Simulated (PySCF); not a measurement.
Excitation energy of Se by level of theory

Se [Ar] 3d10 4s2 4p4 (3P) → Se [Ar] 3d10 4s1 4p4 5s1 (5P), as a difference of total energies. Computed with PySCF 2.14 in aug-cc-pVDZ-DK, with scalar relativity by spin-free X2C-1e. Correlated levels: valence: [Ar] 3d10 frozen. The calculations carry no spin-orbit coupling.

```csv
method,excitation energy (cm⁻¹)
UHF,132640
LDA,141200
PBE,139110
PBE0,139540
r2SCAN,138740
wB97X,147140
PW91,139420
PBEsol,138910
LC-wPBE,142980
MP2 (valence),132040
SCS-MP2 (valence),132690
```

A first-order spin-orbit estimate (lowest level to lowest level, LS coupling) adds -0.023 eV.

The upper state lies above the first ionisation limit, where it may autoionise and the basis confines it. A Rydberg-like electron needs more diffuse functions than a valence basis has.

The promoted electron is Rydberg-like, and one or two diffuse shells describe it only roughly, which tends to raise the upper state.
